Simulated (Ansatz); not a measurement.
Consider the cleavage of the B–Ga bond: `[BH2][GaH][OH]` + arsine → `B[AsH2]` + `[OH][GaH2]`.

Gas-phase electronic energies from Ansatz, PBE0-D4/def2-TZVP geometries. CCSD(T)/CBS is the MP2 limit (def2-TZVPP, def2-QZVPP) plus CCSD(T) − MP2 in def2-TZVPP, frozen cores. DFT in def2-TZVPP. For As, Ga outer-core shells are correlated without core-valence functions, which leaves a few kJ/mol of doubt a bond. Scalar relativity is left out up to krypton. Each species was taken in one conformer, which may not be the lowest.

`[BH2][GaH][OH]`:

Cartesian coordinates in Å:
```
B 0.034 -1.351 0.292
Ga 0.190 0.723 0.397
O -0.285 1.729 -1.016
H 0.938 -2.035 -0.093
H -0.963 -1.928 0.619
H 0.684 1.630 1.575
H -0.598 1.231 -1.773
```

`[AsH3]`:

```xyz
4

As   -0.040    0.065    0.631
H     0.518    1.134   -0.297
H     0.762   -1.028   -0.058
H    -1.240   -0.170   -0.275
```

`B[AsH2]`:

Cartesian coordinates in Å:
```
B 0.138 0.774 -0.502
As -0.540 -0.989 0.087
H -0.481 1.759 -0.236
H 1.065 0.826 -1.251
H 0.759 -1.698 0.393
H -0.941 -0.672 1.509
```

`[OH][GaH2]`:

Cartesian coordinates in Å:
```
O -1.013 0.661 0.405
Ga 0.257 -0.446 -0.193
H -0.694 1.538 0.628
H 1.716 0.113 -0.287
H -0.266 -1.866 -0.553
```

```json
{"level": "r2SCANh-D4", "ΔE (kJ/mol)": "-43.4"}
{"level": "PBE-QIDH", "ΔE (kJ/mol)": "-45.1"}
```

What does CCSD(T)/CBS give? (Best estimate.)

Computed: -39.5 kJ/mol. The listed levels differ from it by -3.9, -5.6 kJ/mol.

What do rigid-rotor, harmonic-oscillator terms from PBE0-D4/def2-TZVP frequencies (298.15 K, 1 bar) make of the CCSD(T)/CBS value? (Estimate.)

Computed: ΔZPE = +2.0 kJ/mol, ΔH = -39.5 kJ/mol, ΔS = 2 J/(mol·K), ΔG = -40.0 kJ/mol.

Largest T1 diagnostic among the species: 0.015.

Leaving LDA and LC-ωPBE aside and taking each functional with its dispersion term where it has one, the values, not all of them listed here, spread over 8.9 kJ/mol, from B97M-V to BLYP-D4. LDA lies −6.1 kJ/mol from PBE without D4. From BLYP to BHLYP (50 % exact exchange), in def2-TZVPP and without D4, ΔE moves by −4.0 kJ/mol.
